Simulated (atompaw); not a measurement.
**What one change does to a pseudopotential (Al (Z = 13), PAW (atompaw))**

Al (Z = 13), PAW, made with atompaw 4.2.0.5 (PBE, scalar-relativistic). Core [He], reference 2s2 2p6 3s2 3p0 (charge +1). Waves: 2s (bound): rc 0.90 bohr; 3s (bound): rc 1.25 bohr; 2p (bound): rc 0.70 bohr; 3p (bound, empty): rc 1.25 bohr; 3d channel at 0.5 Ry: rc 1.25 bohr; 3d channel at 2.2 Ry: rc 1.25 bohr. Local part: bessel scheme, radius 1.20 bohr. Core correction: smooth core density matched at 0.80 bohr. Augmentation charge: besselshape compensation charge, radius 1.00 bohr; PAW radius 1.25 bohr; waves and projectors: custom rrkj vanderbiltortho.

Change: augmentation besselshape compensation charge, radius 1.00 bohr; PAW radius 1.25 bohr; waves and projectors: custom polynom vanderbiltortho.

Cutoffs: the cutoffs (Ry, on a coarse ladder) from which the occupation-weighted sum of valence levels, in a spherical-Bessel basis at the reference potential, stays within 10 and 1 mRy of its value at 400 Ry; they do not see the model core or the augmentation charge, which bear on the density cutoff.

Problem. What does the change do?

Solution. The potential gets harder (180 Ry and 300 Ry → 230 Ry and 300 Ry); the range in which the p phases agree widens (upper end 2.6 → at the end of the scan); neither file shows a bound ghost.

```csv
quantity,base,changed
"cutoff, loose",180 Ry,230 Ry
"cutoff, tight",300 Ry,300 Ry
loose cutoff by channel (10 mRy a level),"s 55 Ry, p 140 Ry","s 50 Ry, p 140 Ry"
bound ghosts,none,none
s: phases at 1.26 bohr within 0.05 rad from the reference energy up to (Ry; the scan ends near 5),to the end of the scan,to the end of the scan
p: phases at 1.26 bohr within 0.05 rad from the reference energy up to (Ry; the scan ends near 5),2.6,to the end of the scan
d: phases at 1.26 bohr within 0.05 rad from the reference energy up to (Ry; the scan ends near 5),to the end of the scan,to the end of the scan
lowest overlap eigenvalue by channel,"s 0.10, p 0.02, d 0.97","s 0.67, p 0.47, d 0.98"
```

 The cutoffs see the waves, projectors and local potential, not the compensation charge or the core.
